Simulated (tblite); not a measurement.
Species: C4H8Cl3FSi2.
SMILES with atom numbers: `[F:1]/[C:2](=[CH:3]\[SiH3:4])[Si@@H:5]([Cl:6])[CH2:7][CH:8]([Cl:9])[Cl:10]` (hydrogens: H11 on C3; H12, H13, H14 on Si4; H15 on Si5; H16, H17 on C7; H18 on C8)

The geometry is computed with GFN2-xTB (gas phase).

(1) What internal coordinates does the optimisation give?

Results:

(1) 
```
                     bond  length (Å)
                    F1–C2       1.366
                    C2=C3       1.327
                   C3–Si4       1.891
                   C2–Si5       1.902
                  Si5–Cl6       2.018
                   Si5–C7       1.911
                    C7–C8       1.506
                   C8–Cl9       1.779
                  C8–Cl10       1.786
                   C3–H11       1.079
Si4–H12, Si4–H13, Si4–H14       1.463
                  Si5–H15       1.459
                   C7–H16       1.090
                   C7–H17       1.092
                   C8–H18       1.091
```

Bonds in one row agree within 0.01 Å and their mean is given. A selection of angles:
```
      angle  degrees
   F1–C2–C3    117.7
  F1–C2–Si5    114.1
  C3–C2–Si5    128.1
  C2–C3–Si4    123.4
 C2–Si5–Cl6    108.5
  C2–Si5–C7    106.4
 Cl6–Si5–C7    109.0
  Si5–C7–C8    112.3
  C7–C8–Cl9    110.5
 C7–C8–Cl10    111.2
Cl9–C8–Cl10    108.7
```

Torsions: F1–C2–C3–Si4 1° (synperiplanar); F1–C2–Si5–Cl6 -118° (anticlinal); C2–Si5–C7–C8 -165° (antiperiplanar); Si5–C7–C8–Cl9 -57° (synclinal).

Si4 (SiH3 silicon) is tetrahedral (angles from 107.3° to 110.8°). The C–Si distances run from 1.891 Å (C3–Si4, drawn single) to 1.911 Å (Si5–C7, drawn single), a spread of 0.020 Å. Si5 (chlorine-bound silicon) is distorted tetrahedral (angles from 106.4° to 113.2°). The 2 C–C bonds span 1.327 Å (C2=C3, drawn double) to 1.506 Å (C7–C8, drawn single), a spread of 0.179 Å. Of the pairs four or more bonds apart, Cl6···H18 is among the closest relative to their van der Waals radii: 2.99 Å, 101 % of the sum of Bondi's values.

Point group: C1 (no symmetry element, even within 0.4 Å). Its lowest GFN2-xTB frequency is 14i cm⁻¹, too small to tell a flat minimum from a shallow saddle. One conformer, not necessarily the lowest. 3 starts were optimised and ended at 0.00, 0.00 and 2.08 kcal/mol (GFN2-xTB); the lowest of these is shown.

On Intel Xeon at 2.50 GHz, one thread, on a shared host, this took 6.2 s wall. These figures are those of the optimisation.
